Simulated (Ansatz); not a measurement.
Reactions of C₂H₈OSeSn, SMILES `C[O][SnH2][Se]C`.

Isolated molecules relaxed with PBE0-D4/def2-TZVP in Ansatz; ΔE leaves out vibrations. CCSD(T)/CBS adds triple-zeta CCSD(T) − MP2 to the extrapolated MP2 energy (def2 sets, frozen cores). This one scheme is used for every species. DFT in def2-TZVPP. def2 core potentials past Kr. For As, Br, In, Se, Sn outer-core shells are correlated without core-valence functions, which leaves a few kJ/mol of doubt a bond. Scalar relativity is left out up to krypton. One conformer a species, not always the lowest.

| reaction | CCSD(T)/CBS(def2) (kcal/mol) |
| --- | --- |
| `C[O][SnH2][Se]C` + H–F → `C[O][SnH2][F]` + `C[SeH]` | 6.0 |
| `C[O][SnH2][Se]C` + PH₃ → `C[Se]P` + `C[O][SnH3]` | 17.0 |
| `C[O][SnH2][Se]C` + `[F][AlH][F]` → `C[Se][Al]([F])[F]` + `C[O][SnH3]` | ? |
| `C[O][SnH2][Se]C` + arsine → `C[Se][AsH2]` + `C[O][SnH3]` | 13.8 |
| `C[O][SnH2][Se]C` + H₂Se → `C[O][SnH2][SeH]` + `C[SeH]` | ? |
| `C[O][SnH2][Se]C` + `CB(O)O` → `COB(C)O` + `C[O][SnH2][SeH]` | 8.7 |
| `C[O][SnH2][Se]C` + H₂O → `C[O][SnH2][OH]` + `C[SeH]` | 15.9 |
| `C[O][SnH2][Se]C` + `[Cl][Al]([Cl])[Br]` → `C[O][SnH2][Br]` + `C[Se][Al]([Cl])[Cl]` | 2.0 |
| `C[O][SnH2][Se]C` + `[Cl][InH2]` → `C[Se][InH][Cl]` + `C[O][SnH3]` | -6.5 |
| `C[O][SnH2][Se]C` → `C[Se][SnH3]` + `C=O` | ? |

Question: Fill in the missing values. (An estimate is asked.)

Answer: The calculation gave: `C[O][SnH2][Se]C` + `[F][AlH][F]` → `C[Se][Al]([F])[F]` + `C[O][SnH3]`: -4.4 kcal/mol; `C[O][SnH2][Se]C` + H₂Se → `C[O][SnH2][SeH]` + `C[SeH]`: -0.3 kcal/mol; `C[O][SnH2][Se]C` → `C[Se][SnH3]` + `C=O`: +32.4 kcal/mol.

Largest T1 diagnostic: 0.015, for `C=O`.
